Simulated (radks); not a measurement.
Spherical quantum dot in the effective-mass picture: electrons in a well V = -V0 / (1 + exp((r - R)/a)) with V0 = 24.5, R = 2.13, a = 0.14, all in effective atomic units (hartree* = m*/eps^2 hartree, bohr* = eps/m* bohr), one dielectric constant everywhere. Method: non-relativistic Kohn-Sham, PBEsol, spin-polarised, spherical densities; computed with a radial shooting solver with Libxc functionals. Levels are named by radial order and angular momentum (1s, 1p, 1d, 2s, ...), and open shells are averaged over m.

N = 10, configuration 1s2 1p6 1d(up 2, down 0). This is the lowest configuration that the search found. Occupied and some empty levels:

level    occupation  eigenvalue (hartree*)  <r> (bohr*)
1s up             1                -16.887        1.201
1s down           1                -16.822        1.193
1p up             3                -16.002        1.341
1p down           3                -15.923        1.338
1d up             2                -14.738        1.440
1d down           0                -14.653        1.438
2s up             0                -13.551        1.058
2s down           0                -13.512        1.061
1f up             0                -13.158        1.517
1f down           0                -13.070        1.516
2p up             0                -11.559        1.206
2p down           0                -11.510        1.206

Energy (hartree*): total -191.040, kinetic 19.502, external -238.41, Hartree 33.923, exchange-correlation -6.0506.

Electron density:

r (bohr*)  n(r) (e/bohr*^3)
0.0550               0.1563
0.193                0.1743
0.332                0.2120
0.470                0.2676
0.608                0.3370
0.746                0.4126
0.884                0.4834
1.02                 0.5345
1.16                 0.5500
1.30                 0.5182
1.44                 0.4369
1.58                 0.3183
1.71                 0.1929
1.85                0.09231
1.99                0.03335
2.13               0.008857
2.27               0.001843
2.40              0.0003305
2.54             0.00005532
2.68              8.934e-06
